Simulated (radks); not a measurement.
These are the eigenvalues of the occupied orbitals of an atom or ion with whole-number occupations (hartree). Method: scalar-relativistic Kohn-Sham, LDA (Slater exchange, VWN5 correlation), spin-polarised, spherical densities, finite nucleus; Fermi nuclear charge, rms radius of each element as measured or else 0.836 A^(1/3) + 0.57 fm; computed with a radial shooting solver on a logarithmic mesh with Libxc functionals.

| orbital | eigenvalue |
|---|---|
| 1s | -1638.411 |
| 2s | -301.6675 |
| 2p | -274.6604 |
| 3s | -97.18339 |
| 3p | -88.63572 |
| 3d | -77.06479 |

Which element is it, and in what charge state? The configuration may be excited. Open shells, if any, are filled with parallel spins first.

Answer. Z = 60, neodymium, charge +32: Nd32+ in [Ar] 3d10. The list shows which subshells hold electrons but not how many an open one holds; the 1s level, -1638.4 hartree, gives Z - s = 57.2 by -(Z - s)^2/2, which with screening and relativity narrows Z to a few neighbours, and the depths of the outer levels then fix element, charge and occupations together.
